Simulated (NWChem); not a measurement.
Species: Si$_{2}$H$_{4}$, singlet; SMILES [SiH][SiH3]

```xyz
6

Si     0.0477     1.3446     0.3997
H      1.2365     1.3339    -0.5584
Si    -0.0723    -1.0182     0.1270
H      1.2486    -1.6919     0.2859
H     -0.5236    -1.2188    -1.2855
H     -1.0526    -1.7025     1.0138
```
Atoms are numbered in this order, from 1.

Results from NWChem. Pople sets run with spherical d functions. Low-valent species are run as closed-shell singlets; no triplet was tried in these runs. The geometry was optimised at PBE0-D3(BJ)/def2-TZVP. Static field.

| level | basis functions | isotropic polarisability (bohr³) | anisotropy (bohr³) |
|---|---|---|---|
| PBE/6-31G* | 44 | 56.2 | 36.7 |
| PBE/6-31+G* | 52 | 61.8 | 38.1 |
| PBE/def2-SVP | 56 | 58.7 | 31.3 |
| PBE/def2-SVPD | 80 | 68.9 | 33.8 |
| PBE/def2-TZVP | 98 | (withheld) | 34.9 |
| PBE/aug-cc-pVDZ | 90 | 71.0 | 34.6 |
| PBE/Sadlej pVTZ | 100 | 71.3 | 34.7 |
| PBE/def2-TZVPD | 122 | 70.7 | 34.7 |

Question: What belongs in the gaps?

Answer: 
- PBE/def2-TZVP, isotropic polarisability (bohr³): 65.6
